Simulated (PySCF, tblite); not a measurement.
C4H8N2SSi.
SMILES with atom numbers: `[CH2:1]=[CH:2][CH2:3][Si@:4]([NH2:5])([SH:6])[C:7]#[N:8]` (hydrogens: H9, H10 on C1; H11 on C2; H12, H13 on C3; H14, H15 on N5; H16 on S6)

Geometry (GFN2-xTB, Å), atoms numbered from 1 in this order:
```
atom  x, y, z in Å
C1     2.3563   -0.9193   -0.1020
C2     1.5811    0.1428   -0.2395
C3     0.2283    0.1162   -0.8597
Si4   -1.1211    0.1176    0.4897
N5    -1.0732    1.5966    1.3588
S6    -0.8123   -1.4763    1.9040
C7    -2.7615   -0.2488   -0.3415
N8    -3.7706   -0.4444   -0.8459
H9     2.0670   -1.8852   -0.4852
H10    3.3194   -0.8656    0.3759
H11    1.8953    1.1006    0.1528
H12    0.0903    0.9898   -1.4956
H13    0.1180   -0.7711   -1.4838
H14   -1.4721    1.6519    2.2825
H15   -1.1407    2.4815    0.8833
H16    0.4883   -1.5772    1.6621
```

Method used: CAM-B3LYP/def2-SVPD in PySCF (dipole) on a GFN2-xTB geometry, gas phase.

Masses are those of the commonest isotopes; rigid-rotor values at the optimised geometry. The values belong to one conformer with, in the numbering `[CH2:1]=[CH:2][CH2:3][Si@:4]([NH2:5])([SH:6])[C:7]#[N:8]`, C1–C2–C3–Si4 101°, C2–C3–Si4–N5 65°, C3–Si4–N5–H -159° and 55°, C3–Si4–S6–H 24°.

(1) What are A, B and C (cm⁻¹)?

(2) What kind of rotor is it?

(3) What does the inertial defect say?

(4) Give the other two planar moments, Paa and Pbb, and the rms extents of the mass along the axes.

(5) Where do the levels up to J = 5 lie, in MHz?

(6) Which types of transition are allowed, and where do some lines up to J = 5 fall?

(7) Estimate the classical rotational partition function at 10 K, 50 K and 200 K.

## Answers

(1) Ia = 281.10, Ib = 517.76, Ic = 584.99 u·Å²; 505379 MHz·u·Å²/I gives 1798, 976.1 and 863.9 MHz, that is A = 0.05997, B = 0.03256, C = 0.02882 cm⁻¹.

(2) An asymmetric top. Ray's parameter κ = (2B − A − C)/(A − C) = -0.760; −1 is the prolate and +1 the oblate limit.

(3) Not planar: Δ = Ic − Ia − Ib = -213.87 u·Å². For a rigid frame Δ = −2 Σ m c², so Σ m c² = 106.94 u·Å² lies off the ab plane: 19.67 from hydrogen and 87.27 from heavier atoms. The atom farthest from that plane is 2.57 Å away.

(4) Paa = Σ m a² = (Ib + Ic − Ia)/2 = 410.82 and Pbb = Σ m b² = (Ia + Ic − Ib)/2 = 174.16 u·Å². With the mass M = 144.02 u, the rms extents √(P/M) along a, b and c are 1.69, 1.10, 0.86 Å.

(5) Above 0(0,0):
J = 1: 1(0,1) 1840, 1(1,1) 2662, 1(1,0) 2774
J = 2: 2(0,2) 5509, 2(1,2) 6230, 2(1,1) 6566, 2(2,1) 9032, 2(2,0) 9042
J = 3: 3(0,3) 10987, 3(1,3) 11575, 3(1,2) 12247, 3(2,2) 14552, 3(2,1) 14604, 3(3,1) 18947, 3(3,0) 18948
J = 4: 4(0,4) 18245, 4(1,4) 18691, 4(1,3) 19808, 4(2,3) 21903, 4(2,2) 22058, 4(3,2) 26327, 4(3,1) 26331, 4(4,1) 32454, 4(4,0) 32454
J = 5: 5(0,5) 27255, 5(1,5) 27570, 5(1,4) 29235, 5(2,4) 31079, 5(2,3) 31424, 5(3,3) 35558, 5(3,2) 35575, 5(4,2) 41678, 5(4,1) 41679, 5(5,1) 49557, 5(5,0) 49557
The levels of one J sum to (2J + 1)J(J + 1)(A + B + C)/3.

(6) The dipole components are |μa| = 3.39 D, |μb| = 0.95 D, |μc| = 2.59 D. The squared components, which scale the intensities, stand as 1.00 : 0.08 : 0.58 (a : b : c). Some lines, for components of 0.1 D or more:

```json
{"type": "b", "branch": "Q", "J(Ka,Kc)": "1(1,0) ← 1(0,1)", "MHz": "934", "lower level (cm⁻¹)": "0.061"}
{"type": "c", "branch": "Q", "J(Ka,Kc)": "4(2,3) ← 4(1,3)", "MHz": "2095", "lower level (cm⁻¹)": "0.661"}
{"type": "b", "branch": "Q", "J(Ka,Kc)": "4(2,2) ← 4(1,3)", "MHz": "2250", "lower level (cm⁻¹)": "0.661"}
{"type": "c", "branch": "Q", "J(Ka,Kc)": "3(3,1) ← 3(2,1)", "MHz": "4343", "lower level (cm⁻¹)": "0.487"}
{"type": "a", "branch": "R", "J(Ka,Kc)": "3(0,3) ← 2(0,2)", "MHz": "5478", "lower level (cm⁻¹)": "0.184"}
{"type": "a", "branch": "R", "J(Ka,Kc)": "3(2,2) ← 2(2,1)", "MHz": "5520", "lower level (cm⁻¹)": "0.301"}
{"type": "a", "branch": "R", "J(Ka,Kc)": "3(2,1) ← 2(2,0)", "MHz": "5562", "lower level (cm⁻¹)": "0.302"}
{"type": "a", "branch": "R", "J(Ka,Kc)": "3(1,2) ← 2(1,1)", "MHz": "5681", "lower level (cm⁻¹)": "0.219"}
{"type": "b", "branch": "R", "J(Ka,Kc)": "3(1,3) ← 2(0,2)", "MHz": "6066", "lower level (cm⁻¹)": "0.184"}
{"type": "b", "branch": "Q", "J(Ka,Kc)": "5(5,0) ← 5(4,1)", "MHz": "7879", "lower level (cm⁻¹)": "1.390"}
{"type": "c", "branch": "R", "J(Ka,Kc)": "3(2,1) ← 2(1,1)", "MHz": "8038", "lower level (cm⁻¹)": "0.219"}
{"type": "c", "branch": "R", "J(Ka,Kc)": "3(2,2) ← 2(1,2)", "MHz": "8322", "lower level (cm⁻¹)": "0.208"}
{"type": "b", "branch": "R", "J(Ka,Kc)": "3(2,1) ← 2(1,2)", "MHz": "8375", "lower level (cm⁻¹)": "0.208"}
{"type": "a", "branch": "R", "J(Ka,Kc)": "5(2,4) ← 4(2,3)", "MHz": "9176", "lower level (cm⁻¹)": "0.731"}
{"type": "a", "branch": "R", "J(Ka,Kc)": "5(4,2) ← 4(4,1)", "MHz": "9224", "lower level (cm⁻¹)": "1.083"}
{"type": "a", "branch": "R", "J(Ka,Kc)": "5(4,1) ← 4(4,0)", "MHz": "9224", "lower level (cm⁻¹)": "1.083"}
{"type": "b", "branch": "R", "J(Ka,Kc)": "5(1,5) ← 4(0,4)", "MHz": "9325", "lower level (cm⁻¹)": "0.609"}
{"type": "b", "branch": "R", "J(Ka,Kc)": "4(2,3) ← 3(1,2)", "MHz": "9656", "lower level (cm⁻¹)": "0.409"}
{"type": "c", "branch": "R", "J(Ka,Kc)": "3(3,1) ← 2(2,1)", "MHz": "9916", "lower level (cm⁻¹)": "0.301"}
{"type": "b", "branch": "R", "J(Ka,Kc)": "5(2,3) ← 4(1,4)", "MHz": "12733", "lower level (cm⁻¹)": "0.623"}
{"type": "b", "branch": "R", "J(Ka,Kc)": "5(5,1) ← 4(4,0)", "MHz": "17103", "lower level (cm⁻¹)": "1.083"}
{"type": "b", "branch": "R", "J(Ka,Kc)": "5(5,0) ← 4(4,1)", "MHz": "17103", "lower level (cm⁻¹)": "1.083"}
```

(7) Point group C1, symmetry number σ = 1; q = (√π/σ)·√((kT/h)³/(ABC)), k/h = 20836.6 MHz/K: 4330 at 10 K, 48400 at 50 K, 387000 at 200 K.

Its GFN2-xTB frequencies are all real (lowest 35 cm⁻¹). Constants of a rigid frame at the computed geometry: no zero-point averaging, no centrifugal distortion. A rigid rotor knows nothing of inversion at nitrogen, which can split or shift real lines. Quadrupole hyperfine structure (14N) is left out.
